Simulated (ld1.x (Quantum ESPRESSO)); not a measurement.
Before and after: TM potential for Co

```json
{
  "Element": "Co (Z = 27)",
  "Generator": "ld1.x (Quantum ESPRESSO) 7.5",
  "Type": "norm-conserving Troullier–Martins (Kleinman–Bylander form)",
  "Functional": "PBEsol",
  "Relativity": "non-relativistic",
  "Frozen core": "[Ne] 3s2",
  "Valence charge": "15",
  "Reference configuration": "3p6 3d7 4s2 4p0",
  "Partial waves": "3p (bound): rc 1.25 bohr; 3d (bound): rc 1.05 bohr; 4s (bound): rc 1.95 bohr",
  "Local potential": "the s channel",
  "Core correction": "a·sin(br)/r model core inside 0.55 bohr"
}
```

Change: wave 3d (bound): rc 1.05 bohr becomes 3d (bound): rc 1.24 bohr.

Cutoffs: the cutoffs (Ry, on a coarse ladder) from which the occupation-weighted sum of valence levels, in a spherical-Bessel basis at the reference potential, stays within 10 and 1 mRy of its value at 400 Ry; they do not see the model core or the augmentation charge, which bear on the density cutoff. Errors are all-electron minus pseudo energies relative to the spin-unpolarised reference configuration.

**Question.** What does the change do?

**Answer.** The potential gets softer (180 Ry and 300 Ry → 160 Ry and 260 Ry); the errors of the 7 common tests hardly move; neither file shows a bound ghost at the reference potential, the only one tested. A larger radius leaves more room for a smooth pseudo-wave, so fewer plane waves are needed.

```csv
quantity,base,changed
"cutoff, loose",180 Ry,160 Ry
"cutoff, tight",300 Ry,260 Ry
loose cutoff by channel (10 mRy a level),"p 70 Ry, d 160 Ry, s 8 Ry","p 70 Ry, d 140 Ry, s 8 Ry"
bound ghosts,none,none
"error for 3p6 3d7 4s1 4p0, meV [ΔE 8.89 eV]",-6.3,-5.9
"error for 3p6 3d7 4s0 4p0, meV [ΔE 25.34 eV]",-46,-43
"error for 3p6 3d6 4s0 4p0, meV [ΔE 61.41 eV]",-265,-257
"error for 3p6 3d7 4s1 4p1, meV [ΔE 4.23 eV]",-652,-652
"error for 3p6 3d7 4s1.5 4p0, meV [ΔE 3.55 eV]",-1.1,-1.0
"error for 3p6 3d6 4s2 4p1, meV [ΔE 10.03 eV]",-1275,-1257
"error for 3p6 3d5 4s0 4p0, meV [ΔE 117.05 eV]",-1295,-1203
s: phases at 2.14 bohr within 0.05 rad from the reference energy up to (Ry; the scan ends near 5),3.5,3.5
p: phases at 2.14 bohr within 0.05 rad from the reference energy up to (Ry; the scan ends near 5),-1.5,-1.5
d: phases at 2.14 bohr within 0.05 rad from the reference energy up to (Ry; the scan ends near 5),0.5,0.5
```

Base: These tests converged, but a pseudo level misses the all-electron one widely, so the file describes the atom poorly there or has found another state: 3p6 3d6 4s0 4p0: empty 4p by 3.0 eV; 3p6 3d5 4s0 4p0: empty 4p by 4.7 eV (a node warning on the way). Changed file: These tests converged, but a pseudo level misses the all-electron one widely, so the file describes the atom poorly there or has found another state: 3p6 3d6 4s0 4p0: empty 4p by 3.0 eV; 3p6 3d5 4s0 4p0: empty 4p by 4.7 eV (a node warning on the way).
